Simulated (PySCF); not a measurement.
# Correlation energy of Te (tellurium, neutral)

[Kr] 4d10 5s1 5p5, high-spin 3P determinant (an excited configuration). All numbers are calculated (PySCF 2.14, the spin-free X2C one-electron Hamiltonian (Gaussian nucleus), in x2c-QZVPPall (13s9p7d4f1g, 112 functions)). Frozen: [Kr] 4d10; 6 electrons correlated.

MP2 pair energies summed by pair of shells (mhartree):

| pair | energy | share (%) |
| --- | --- | --- |
| 5p-5p | -107.25 | 87.3 |
| 5s-5p | -15.67 | 12.7 |

Total MP2 correlation energy: -122.92 mhartree.

Same-spin part -22.64 and opposite-spin part -100.28 mhartree; SCS-MP2 scales them by 1/3 and 6/5 to -127.88 mhartree.
